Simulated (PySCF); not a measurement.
Atom-mapped SMILES (the numbers label the heavy atoms): `[F:1][C:2]1=[C:3]([F:4])[C:5]([F:6])([F:7])[C@@H:8]1[F:9]`. Each H is labelled by its parent atom.

Geometry: PBE0-D3(BJ)/def2-SVP; GIAO absolute shieldings from PySCF 2.14, gas phase, non-relativistic, averaged over equivalent atoms.

At KT3/pcSseg-1 (158 basis functions, 25 s wall time on 1 thread of an Arm Neoverse V1, shared host):
| atoms | σ (ppm) |
| --- | --- |
| F1 | 286.7 |
| F7 | 290.0 |
| F4 | 290.3 |
| F6 | 299.1 |
| F9 | 368.8 |
| C2 | 44.7 |
| C3 | 52.2 |
| C5 | 65.6 |
| C8 | 92.1 |
| H(C8) | 26.06 |

Predict the values at WP04/pcSseg-1 on the same geometry.

## Answers


```tsv
atoms	σ at WP04/pcSseg-1	change
F1	294.0	+7.3
F7	299.1	+9.1
F4	298.8	+8.5
F6	306.1	+7.0
F9	374.3	+5.5
C2	24.2	-20.5
C3	31.4	-20.8
C5	49.7	-15.9
C8	77.9	-14.2
H(C8)	26.31	+0.25
```

The largest change is at C3 (fully substituted alkene carbon). Cost: 158 basis functions, 18 s wall time on 1 thread of an Arm Neoverse V1, shared host. The order of the carbon signals is the same at both levels.
